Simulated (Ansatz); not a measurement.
Pulling on the N6–H7 bond in CH5NSn (SMILES [CH3][Sn][NH2]) (multiplicity 1 held, fragments rigid). Energies count from the point at 1.010 Å.
Geometry at that point (charge 0, multiplicity 1):
```xyz
8

Sn    -0.21023    -0.00431     0.35481
C      0.84464     1.52170    -0.85795
H      0.79413     2.50952    -0.39962
H      0.39648     1.57260    -1.85321
H      1.89427     1.23930    -0.96981
N      0.23483    -1.48864    -0.95979
H      0.76432    -1.36630    -1.81138
H     -0.04936    -2.44927    -0.84038
```

Signs of static correlation in def2-SVP, with CASSCF(2,2), from Ansatz (a first-principles code) runs.

```csv
R (Å),T1 of restricted CCSD,⟨S²⟩ of UHF,largest double amplitude of restricted CCSD,weight of the CASSCF reference in MRCISD,CASSCF natural occupations
0.808,0.018,0.000,0.064,0.882,1.99 0.01
0.909,0.018,0.000,0.064,0.881,1.99 0.01
1.010,0.019,0.000,0.063,0.881,1.98 0.02
1.111,0.020,0.000,0.063,0.880,1.98 0.02
1.212,0.021,0.000,0.062,0.880,1.97 0.03
1.364,0.022,0.000,0.060,0.879,1.94 0.06
1.515,0.024,0.073,0.059,0.878,1.91 0.09
1.768,0.028,0.641,0.084,0.877,1.81 0.19
2.020,0.033,…,0.139,0.877,1.68 0.32
2.324,0.039,1.033,0.286,0.876,1.50 0.50
2.728,0.049,1.191,…,0.876,1.30 0.70
3.233,0.061,1.221,0.667,0.877,1.13 0.87
```

**Question.** Some entries are withheld; supply them.

**Answer.** 
- 2.020, ⟨S²⟩ of UHF: 0.874
- 2.728, largest double amplitude of restricted CCSD: 0.493

Doubts at one or more of the structures used: a restricted determinant that unrestricted orbitals would lower (R-CCSD(T)/def2-SVP); other coupled-cluster roots lie near (R-CCSD(T)/def2-SVP); T1 above 0.05 (R-CCSD(T)/def2-SVP, U-CCSD(T)/def2-SVP); a spin-contaminated determinant (U-CCSD(T)/def2-SVP); the program's own flag: large difference (U-CCSD(T)/def2-SVP).
